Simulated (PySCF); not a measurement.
# One molecule, several mistakes: CFH3OSi

These are calculations, not measurements. The program is PySCF 2.14.0, an open-source quantum chemistry code, run on an isolated molecule that a program drew, which may never have been made. The molecule is CFH3OSi (charge 0, singlet), drawn as the SMILES string `OC[Si]F`.

Each row is a Hartree-Fock (HF) and frozen-core CCSD(T) single point in the cc-pV(D+d)Z basis, meant for a local HF minimum. Run 1 is clean. Each other run has one planted mistake out of seven kinds, and not every kind appears here: one electron removed, one electron added, multiplicity raised by two, geometry at a saddle point, minimal basis STO-3G, one bond length entered in bohr, all coordinates scaled. The reference is restricted for singlets and unrestricted otherwise, and also for a bond in bohr. Adding or removing an electron swaps singlet and doublet. Electrons count all cores. HOMO and LUMO are orbital energies over both spins, the gradient is its largest component, and the lowest frequency (negative if imaginary) is given only where the gradient is small. Bond lengths are over the 6 bonds as drawn. T1 is the CCSD diagnostic: over 0.02 (restricted) or 0.045 (unrestricted) a single reference is doubtful.

Geometry of the clean run:
```xyz
7
CFH3OSi, angstrom
O    -0.2584    1.7778   -1.8406
C    -0.7620    0.9753   -0.7985
Si   -0.9565    2.0723    0.7502
F    -1.5324    0.8928    1.7281
H    -0.1508    1.2604   -2.6242
H    -1.7381    0.5320   -1.0478
H    -0.0936    0.1343   -0.5594
```

```
run  electrons  basis functions  <S^2>  HOMO (eV)  LUMO (eV)  gradient (hartree/bohr)  lowest frequency (cm^-1)  mean bond (Å)  longest bond (Å)      T1  HF (hartree)  CCSD(T) (hartree)                          mistake
  1         40               80  0.000      -9.22       1.16                  2.4e-05                        98         1.3499             1.908  0.0133    -502.85690         -503.49580                         no fault
  2         40               80  1.025      -9.80       0.95                  2.1e-02                         -         1.4900             1.908  0.0576    -502.74153         -503.36529  one bond length entered in bohr
  3         40               27  0.000      -6.28       6.30                  5.7e-02                         -         1.3499             1.908  0.0169    -496.59125         -496.76790             minimal basis STO-3G
  4         40               80  0.000      -8.83       1.65                  1.1e-01                         -         1.2527             1.770  0.0117    -502.81334         -503.43943           all coordinates scaled
  5         41               80  0.777      -0.21       8.89                  5.0e-02                         -         1.3499             1.908  0.0134    -502.83896         -503.47819                                ?
```

**Which mistake was planted in run 5, and what did it cost?**

It counts 41 electrons, one more than the clean run, at the same geometry and basis. So the mistake is: one electron added. Subtracting run 1 and multiplying by 627.51 kcal/mol a hartree, the energy moved by 11.3 kcal/mol in HF and 11.1 kcal/mol in CCSD(T).

Cautions from the logs. Run 2: T1 is over the limit, so its CCSD(T) energy is less reliable; run 5: the added electron raises the CCSD(T) energy, so it isn't bound in this basis.
